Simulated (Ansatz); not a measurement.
Gas-phase electronic energies from Ansatz, PBE0-D4/def2-TZVP geometries. CBS: MP2 limit from def2 TZ/QZ plus the TZ coupled-cluster correction, frozen cores. This one scheme is used for every species. Functionals use def2-TZVPP. One conformer a species, not always the lowest.

Consider the ligand exchange at a B–Cl bond: `COB(O)Cl` + CH₃OH → `COB(O)OC` + HCl.

`COB(O)Cl`:

Z-matrix (Å, degrees):
```
C
O 1 1.415
H 1 1.092 2 111.0
H 1 1.089 2 107.2 3 -119.4
H 1 1.092 2 111.0 3 121.2
B 2 1.350 1 123.5 3 -60.5
Cl 6 1.770 2 122.0 1 0.0
O 6 1.352 2 120.5 1 180.0
H 8 0.962 6 111.6 2 0.0
```

CH₃OH:

Cartesian coordinates in Å:
```
C -0.261 0.033 0.240
O 0.929 -0.473 -0.321
H -0.416 -0.489 1.185
H -1.135 -0.151 -0.397
H -0.201 1.108 0.450
H 1.084 -0.028 -1.157
```

`COB(O)OC`:

Z-matrix (Å, degrees):
```
C
O 1 1.413
H 1 1.090 2 107.6
H 1 1.093 2 111.2 3 119.5
H 1 1.093 2 111.2 3 -119.5
B 2 1.360 1 120.1 3 -180.0
O 6 1.363 2 120.7 1 -179.0
O 6 1.368 2 120.2 1 0.7
C 7 1.412 6 121.6 2 -1.0
H 8 0.960 6 111.4 2 -180.0
H 9 1.091 7 108.3 6 141.7
H 9 1.092 7 111.7 6 21.2
H 9 1.094 7 110.0 6 -99.7
```

HCl:

Cartesian coordinates in Å:
```
Cl 0.131 -0.604 0.163
H -0.131 0.604 -0.163
```

```csv
level,ΔE (kcal/mol)
r2SCAN-D4,-9.3
ωB97X-V,-9.6
ωB97M-V,-9.7
B2PLYP,-9.9
MP2/def2-TZVPP,-9.3
SCS-MP2/def2-TZVPP,-9.8
HF/def2-QZVPP,-11.8
SCS-MP2/def2-QZVPP,-9.6
```

Problem. What does CCSD(T)/CBS give? (Estimate.)

Solution. Computed: -9.9 kcal/mol. The listed levels differ from it by 0.6, 0.3, 0.2, 0.0, 0.6, 0.1, -1.9, 0.3 kcal/mol.

Largest T1 diagnostic among the species: 0.012.

From PBE to PBE0 (25 % exact exchange), in def2-TZVPP and without D4, ΔE moves by −0.8 kcal/mol. In def2-TZVPP, CCSD(T) changes the Hartree–Fock value by +1.2 kcal/mol (the triples alone add +0.4 kcal/mol) and MP2 by +2.4 kcal/mol.
